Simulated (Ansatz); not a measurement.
`[SeH]C1=NC1` + H₂Te → `[TeH]C1=NC1` + H₂Se  (substitution at a C–Se bond)

Computed with Ansatz on PBE0-D4/def2-TZVP structures; ΔE is electronic, products minus reactants. CCSD(T)/CBS is the MP2 limit (def2-TZVPP, def2-QZVPP) plus CCSD(T) − MP2 in def2-TZVPP, frozen cores. Functionals use def2-TZVPP. B3LYP here is the variant with VWN-RPA as its local correlation; programs differ in this. HSE06 is defined as in plane-wave codes. def2 core potentials past Kr. For Se, Te outer-core shells are correlated without core-valence functions, which leaves a few kJ/mol of doubt a bond. Scalar relativity is left out up to krypton. One conformer a species, not always the lowest.

```
             level  ΔE (kcal/mol)  difference from CCSD(T)/CBS
       LDA (SPW92)           -0.5                          2.4
            PBE-D4           -1.4                          1.5
         revPBE-D4           -1.4                          1.5
        r2SCAN0-D4           -1.3                          1.6
          HSE06-D4           -1.3                          1.6
          BHLYP-D4           -1.7                          1.2
           ωB97X-V           -1.3                          1.6
               PBE           -1.2                          1.7
            r2SCAN           -1.4                          1.5
             B3LYP           -1.4                          1.5
           r2SCANh           -1.3                          1.6
           r2SCAN0           -1.2                          1.7
         CAM-B3LYP           -1.2                          1.7
     HF/def2-TZVPP           -1.1                          1.8
CCSD(T)/def2-TZVPP           -1.8                          1.1
    MP2/def2-QZVPP           -2.8                          0.1
       CCSD(T)/CBS           -2.9                            0
```

Largest T1 diagnostic among the species: 0.012.

At CCSD(T), def2-SVP lies +1.9 kcal/mol from the extrapolated value and def2-TZVPP +1.1 kcal/mol. Leaving LDA and LC-ωPBE aside and taking each functional with its dispersion term where it has one, the values, not all of them listed here, spread over 0.6 kcal/mol, from BLYP-D4 to r2SCAN0-D4.
